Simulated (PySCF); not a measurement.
B(H)(F)(NMe2) (C2H7BFN), SMILES CN(C)BF.

The structure is a stationary point at B3LYP-D3(BJ)/def2-SVP. This is a generated structure with no PubChem entry under its InChIKey; it may be hypothetical. Other conformers were not sampled.

All values below come from TDA-PBE/def2-SVPD (PySCF).

Vertical excitations. Isolated molecule, no solvent. State labels are in the subgroup Cs.

Computed lowest excited states:
```json
[
 {"state": "S1", "symmetry": "A\"", "energy (eV)": "6.03", "λ (nm)": "206", "f": "0.010", "main pairs": "HOMO→LUMO+1 100 %"},
 {"state": "S2", "symmetry": "A\"", "energy (eV)": "6.77", "λ (nm)": "183", "f": "0.007", "main pairs": "HOMO→LUMO+2 100 %"},
 {"state": "S3", "symmetry": "A'", "energy (eV)": "6.94", "λ (nm)": "179", "f": "0.293", "main pairs": "HOMO→LUMO 88 %"},
 {"state": "S4", "symmetry": "A\"", "energy (eV)": "7.09", "λ (nm)": "175", "f": "0.018", "main pairs": "HOMO→LUMO+3 100 %"},
 {"state": "S5", "symmetry": "A\"", "energy (eV)": "7.64", "λ (nm)": "162", "f": "0.000", "main pairs": "HOMO→LUMO+4 97 %"},
 {"state": "S6", "symmetry": "A'", "energy (eV)": "7.93", "λ (nm)": "156", "f": "0.002", "main pairs": "HOMO−1→LUMO+1 95 %"},
 {"state": "S7", "symmetry": "A\"", "energy (eV)": "8.00", "λ (nm)": "155", "f": "0.011", "main pairs": "HOMO−1→LUMO 67 %, HOMO→LUMO+5 28 %"},
 {"state": "S8", "symmetry": "A\"", "energy (eV)": "8.05", "λ (nm)": "154", "f": "0.004", "main pairs": "HOMO→LUMO+5 70 %, HOMO−1→LUMO 27 %"},
 {"state": "S9", "symmetry": "A'", "energy (eV)": "8.24", "λ (nm)": "150", "f": "0.005", "main pairs": "HOMO→LUMO+6 90 %"},
 {"state": "S10", "symmetry": "A\"", "energy (eV)": "8.40", "λ (nm)": "148", "f": "0.013", "main pairs": "HOMO→LUMO+7 94 %"},
 {"state": "T1", "symmetry": "A'", "energy (eV)": "5.29", "λ (nm)": "235", "f": "0", "main pairs": "HOMO→LUMO 99 %"},
 {"state": "T2", "symmetry": "A\"", "energy (eV)": "5.92", "λ (nm)": "210", "f": "0", "main pairs": "HOMO→LUMO+1 100 %"},
 {"state": "T3", "symmetry": "A\"", "energy (eV)": "6.66", "λ (nm)": "186", "f": "0", "main pairs": "HOMO→LUMO+2 100 %"},
 {"state": "T4", "symmetry": "A\"", "energy (eV)": "7.03", "λ (nm)": "176", "f": "0", "main pairs": "HOMO→LUMO+3 99 %"}
]
```
Triplets are in the Tamm–Dancoff approximation.
